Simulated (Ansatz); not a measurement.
Reactions of `CN=C[SiH2]S`.

Calculated with Ansatz (gas phase, PBE0-D4/def2-TZVP geometries, no zero-point term in ΔE). CCSD(T)/CBS is the MP2 limit (def2-TZVPP, def2-QZVPP) plus CCSD(T) − MP2 in def2-TZVPP, frozen cores. This one scheme is used for every species, atoms too. Double bonds are as drawn, so ΔE can hold a change between cis and trans. DFT in def2-TZVPP. No spin–orbit coupling; open shells (•) take unrestricted orbitals. Spin–orbit coupling would lower the free atoms: a little for C, S, Si. Each species was taken in one conformer, which may not be the lowest.

| reaction | r2SCAN-D4 (kcal/mol) | ωB97M-V (kcal/mol) | PBE0-D4 (kcal/mol) | B2PLYP (kcal/mol) |
| --- | --- | --- | --- | --- |
| `C/N=C\[SiH2]S` + `OCO` → `OCO[SiH2]S` + `C=NC` | -27.0 | -27.8 | -25.2 | -28.3 |
| `C/N=C\[SiH2]S` + `C=N` → `C=N[SiH2]S` + `C=NC` | -13.4 | -13.8 | -12.7 | -15.1 |
| `C/N=C\[SiH2]S` → `[SiH3]C1NCS1` | 31.1 | 28.2 | 27.4 | 31.2 |
| `C/N=C\[SiH2]S` → 2 C• + 7 H• + N• + S• + Si• | 1020.4 | 1024.5 | 1022.2 | 1007.2 |

Problem. Give the CCSD(T)/CBS values in the same order. (Best estimate.)

Solution. Ansatz gave: -27.5, -13.6, 28.7, 1018.7 kcal/mol.

Largest T1 diagnostic: 0.013, for `C=N[SiH2]S`.
